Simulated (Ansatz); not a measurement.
C6H5ClF2Hf (`[F][Hf]([F])([Cl])[c]1ccccc1`), relaxed with RKS PBE0-D4/def2-TZVP in Ansatz 0.2.0 from a GFN2-xTB geometry. The force threshold is 0.005 eV/Å; the program also tests the step.

Charge 0, multiplicity 1. Hf: def2 effective core potential.

Start:

```xyz
15

F    -0.098   -3.382    0.160
Hf    0.382   -2.113    1.457
F    -1.208   -1.942    2.436
Cl    1.620   -3.393    2.876
C     0.470   -0.251    0.352
C     1.259    0.881    0.089
C     0.817    1.912   -0.728
C    -0.434    1.854   -1.316
C    -1.246    0.755   -1.089
C    -0.803   -0.274   -0.271
H     2.246    0.963    0.532
H     1.455    2.766   -0.903
H    -0.775    2.660   -1.947
H    -2.223    0.702   -1.547
H    -1.463   -1.138   -0.100
```

(1) By how much does the energy fall, and how many steps does the optimiser take? (Estimate.)

(2) Which bonds change most? (Best estimate.)

(3) Give the relaxed structure. (Estimate.)

Results:

(1) Ansatz gave: 0.55 eV, in 12 steps.

(2) The calculation gave: Hf2–Cl4 from 2.277 to 2.349 Å; Hf2–C5 from 2.167 to 2.190 Å; Hf2–F3 from 1.876 to 1.895 Å; F1–Hf2 from 1.877 to 1.895 Å.

(3) Ansatz gave: 
```xyz
15

F     0.060   -3.678    0.295
Hf    0.289   -2.225    1.489
F    -1.138   -2.200    2.736
Cl    2.408   -2.177    2.502
C     0.076   -0.409    0.284
C     1.065    0.580    0.194
C     0.879    1.713   -0.584
C    -0.304    1.883   -1.289
C    -1.300    0.920   -1.217
C    -1.109   -0.211   -0.439
H     1.999    0.469    0.736
H     1.657    2.466   -0.640
H    -0.450    2.769   -1.897
H    -2.225    1.051   -1.768
H    -1.907   -0.949   -0.402
```
